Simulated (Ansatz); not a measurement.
Basis-set extrapolation for C₂H₇ClO₂Si₂, SMILES `O[SiH](O)/C=C\[SiH2]Cl` (PBE0-D4/def2-TZVP geometry, frozen core, Ansatz 0.2.0). Multiplicity 1, RHF reference.

```tsv
	def2-TZVPP	def2-QZVPP
HF	-1267.186191	-1267.228078
MP2 correlation	-1.227795	-1.326880
CCSD(T) correlation	-1.338160	not run
```

Energies in hartree. Use E(X) = E(∞) + A·exp(−7.88·√X) for Hartree–Fock and E(X) = E(∞) + B·X^(−2.97) for correlation, with X = 3 and 4, and add CCSD(T) minus MP2 of the smaller set to the MP2 limit.

Question: What is the CCSD(T) energy at the basis-set limit?

Answer: HF limit: -1267.228078 + (-0.041887) × 0.13774 = -1267.23385. MP2 limit: -1.326880 + (-0.099085) × 0.74074 = -1.40028. Higher-order term: -1.338160 − (-1.227795) = -0.11037. Total: -1268.74450 hartree, 5.99 eV below CCSD(T)/def2-TZVPP.
